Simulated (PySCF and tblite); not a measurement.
C₃H₆BrF, numbered as in [CH3:1][C@H:2]([F:3])[CH2:4][Br:5]. Search: ETKDG and KDG, MMFF94s, GFN2-xTB, 60 starts; geometries at PBE0-D3(BJ)/def2-SVP. Energies: B3LYP-D3(BJ)/def2-SVP, with GFN2-xTB thermal terms (modes under about 100 cm⁻¹ blended into free rotors). Symmetry numbers and mirror images are counted. Conformers within 3 kcal/mol (GFN2-xTB free energy) were kept, 2 at most. GIAO shieldings: WP04/pcSseg-1. Couplings: B3LYP/6-31G* with pcJ-1 on H, F (gas phase; spin-dipole term only for pairs with B, N, F, Si or P). H–H couplings come out 0.1 to 0.9 Hz lower than with pcJ-1 on all atoms. Shifts are against TMS (¹H), TMS (¹³C), CFCl3 (¹⁹F) at the same level. Run with PySCF (density fitting) and tblite.

Torsions listed: F3–C2–C4–Br5.

Two conformers hold nearly all the population. I: 64°; δ(F3) = -194.90 ppm. II: 171°; δ(F3) = -184.55 ppm. The average over the ensemble at 298.15 K is -186.52 ppm.

**Question.** What populations and free-energy difference follow from a two-state model?

**Answer.** p(I) = (-186.52 − (-184.55))/(-194.90 − (-184.55)) = 0.19, so K = p(II)/p(I) = 4.25 and G(II) − G(I) = −RT ln K = -0.86 kcal/mol. The weights computed directly are 19.0 % and 81.0 %.

Spin–orbit effects of the heavy atoms on shieldings are missing. Unscaled ¹⁹F shifts at such levels can be off by tens of ppm; differences between conformers or isomers are more reliable. For its torsions the set is small; conformers may be missing.
